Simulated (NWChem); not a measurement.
The numbers come from NWChem runs, not from measurements. System: C2H6F2Si, charge 0, spin multiplicity 1, at a geometry optimised with PBE/def2-SVP. The structure started from a generated list of species. Level: BHandHLYP/def2-TZVP.

Input file:

```
start mol
memory heap 200 mb stack 800 mb global 1000 mb
geometry units angstroms nocenter noautoz noautosym
  C      1.965419    -0.558913    -0.662157
  Si     0.388645     0.344846    -0.199304
  F      0.562172     0.961942     1.317017
  C     -1.095980    -0.844595    -0.189812
  F     -2.287515    -0.145602    -0.001661
  H      2.840164     0.117525    -0.579346
  H      1.921023    -0.928280    -1.707569
  H      2.143527    -1.427337     0.004395
  H      0.095305     1.496758    -1.115448
  H     -1.145850    -1.404779    -1.154625
  H     -0.983746    -1.607744     0.616452
end
basis spherical
  * library def2-tzvp
end
dft
  xc bhlyp
  semidirect memsize 60000000 filesize 0
  iterations 100
end
task dft energy
```

Part of the output:

```
             Northwest Computational Chemistry Package (NWChem) 7.3.0
             --------------------------------------------------------

                                NWChem Input Module
                                -------------------

 Scaling coordinates for geometry "geometry" by  1.889725989
 (inverse scale =  0.529177249)

                             Geometry "geometry" -> ""
                             -------------------------

 Output coordinates in angstroms (scale by  1.889725989 to convert to a.u.)

  No.       Tag          Charge          X              Y              Z
 ---- ---------------- ---------- -------------- -------------- --------------
    1 C                    6.0000     1.96541900    -0.55891300    -0.66215700
    2 Si                  14.0000     0.38864500     0.34484600    -0.19930400
    3 F                    9.0000     0.56217200     0.96194200     1.31701700
    4 C                    6.0000    -1.09598000    -0.84459500    -0.18981200
    5 F                    9.0000    -2.28751500    -0.14560200    -0.00166100
    6 H                    1.0000     2.84016400     0.11752500    -0.57934600
    7 H                    1.0000     1.92102300    -0.92828000    -1.70756900
    8 H                    1.0000     2.14352700    -1.42733700     0.00439500
    9 H                    1.0000     0.09530500     1.49675800    -1.11544800
   10 H                    1.0000    -1.14585000    -1.40477900    -1.15462500
   11 H                    1.0000    -0.98374600    -1.60774400     0.61645200

 Effective nuclear repulsion energy (a.u.)     239.8588330943

            Nuclear Dipole moment (a.u.)
            ----------------------------
        X                 Y               Z
 ---------------- ---------------- ----------------
    -0.0000000000    -0.0000018897    -0.0000132281


 Summary of "ao basis" -> "" (spherical)
 ------------------------------------------------------------------------------
       Tag                 Description            Shells   Functions and Types
 ---------------- ------------------------------  ------  ---------------------
[...]
 Vector   25  Occ=2.000000D+00  E=-3.697555D-01
              MO Center= -5.3D-01, -3.3D-01, -2.2D-01, r^2= 3.1D+00
   Bfn.  Coefficient  Atom+Function         Bfn.  Coefficient  Atom+Function
  ----- ------------  ---------------      ----- ------------  ---------------
   106     -0.212520   4 C  py               46      0.203098   2 Si px
   109     -0.185915   4 C  py              137      0.182563   5 F  py
   105     -0.175382   4 C  px              136      0.156237   5 F  px
   108     -0.154302   4 C  px              140      0.147651   5 F  py
     6     -0.128130   1 C  px              139      0.128132   5 F  px

 Vector   26  Occ=0.000000D+00  E= 4.654180D-02
              MO Center=  9.2D-01, -5.4D-01, -6.4D-01, r^2= 7.2D+00
   Bfn.  Coefficient  Atom+Function         Bfn.  Coefficient  Atom+Function
  ----- ------------  ---------------      ----- ------------  ---------------
     5      3.867201   1 C  s               164     -1.218602   6 H  s
   176     -1.217204   8 H  s                36     -1.122823   2 Si s
   170     -1.016027   7 H  s                49     -0.830962   2 Si px
   104      0.685555   4 C  s                50      0.510065   2 Si py
   188     -0.500080  10 H  s                51      0.437513   2 Si pz

 Vector   27  Occ=0.000000D+00  E= 5.839111D-02
              MO Center=  7.8D-01,  5.5D-01, -2.1D-01, r^2= 5.3D+00
   Bfn.  Coefficient  Atom+Function         Bfn.  Coefficient  Atom+Function
  ----- ------------  ---------------      ----- ------------  ---------------
     5      1.197249   1 C  s               104     -1.153929   4 C  s
    51     -1.004572   2 Si pz               36      0.879003   2 Si s
    50     -0.801118   2 Si py               49     -0.741892   2 Si px
   164     -0.655015   6 H  s               170     -0.616545   7 H  s
   176     -0.545161   8 H  s               111     -0.406961   4 C  px

 Vector   28  Occ=0.000000D+00  E= 6.773365D-02
              MO Center= -7.3D-01, -8.6D-01, -3.2D-01, r^2= 6.5D+00
   Bfn.  Coefficient  Atom+Function         Bfn.  Coefficient  Atom+Function
  ----- ------------  ---------------      ----- ------------  ---------------
   104      3.591624   4 C  s                36     -1.539080   2 Si s
   194     -1.520507  11 H  s               188     -1.485299  10 H  s
    49      1.007482   2 Si px              111      0.906183   4 C  px
   170     -0.762604   7 H  s                 5      0.735358   1 C  s
    50      0.607387   2 Si py              112     -0.358112   4 C  py

 center of mass
 --------------
 x =  -0.12917944 y =   0.08918293 z =   0.10279423

 moments of inertia (a.u.)
 ------------------
         317.551683438156         -62.145863033704          18.326421932807
         -62.145863033704         837.351215865507        -102.649621152136
          18.326421932807        -102.649621152136         828.280512792413

     Multipole analysis of the density
     ---------------------------------

     L   x y z        total         alpha         beta         nuclear
     -   - - -        -----         -----         ----         -------
     0   0 0 0     -0.000000    -25.000000    -25.000000     50.000000

     1   1 0 0      0.751330      0.375665      0.375665     -0.000000
     1   0 1 0     -0.777721     -0.388859     -0.388859     -0.000002
     1   0 0 1     -0.715873     -0.357930     -0.357930     -0.000013

     2   2 0 0    -30.204362   -195.582225   -195.582225    360.960087
     2   1 1 0      0.311149    -13.287358    -13.287358     26.885864
     2   1 0 1     -0.673545      9.042692      9.042692    -18.758930
     2   0 2 0    -26.848355    -59.936106    -59.936106     93.023857
     2   0 1 1     -0.932018    -25.635780    -25.635780     50.339543
     2   0 0 2    -28.279616    -59.175697    -59.175697     90.071777

 Task  times  cpu:       80.7s     wall:       80.7s

 Total times  cpu:       80.8s     wall:       80.8s
```
